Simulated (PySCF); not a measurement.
# A small calculation by hand: oscillator strength and radiative lifetime

Ga(F)2(vinyl) (C₂H₃F₂Ga), SMILES C=[CH][Ga]([F])[F].

Geometry: B3LYP-D3(BJ)/def2-SVP. Other conformers were not sampled.

TDA-ωB97X/def2-SVPD in PySCF puts the first singlet state with f over 0.02 at 7.15 eV (vertical), with the transition dipole (-0.409, -1.389, 0.000) in atomic units.

### Question
Find the oscillator strength, the wavelength and the radiative lifetime that this transition would have in vacuum if emission retraced absorption.

### Answer

|μ|² = 2.0966 au, so |μ| = 3.68 D. ΔE = 7.15/27.211 = 0.2628 hartree. f = (2/3) ΔE |μ|² = 0.367 (the program prints 0.368).
λ = 1239.84/7.15 = 173 nm; ν = 57669 cm⁻¹.
Einstein's coefficient A = 0.6670 ν² f s⁻¹ (ν in cm⁻¹) = 8.1e8 s⁻¹, so τ = 1/A = 1.2 ns. This state is S2; the lower singlet has f = 0.011. The figure is the radiative limit of this one transition; relaxation, internal conversion, crossing to triplets and a medium change what is measured.
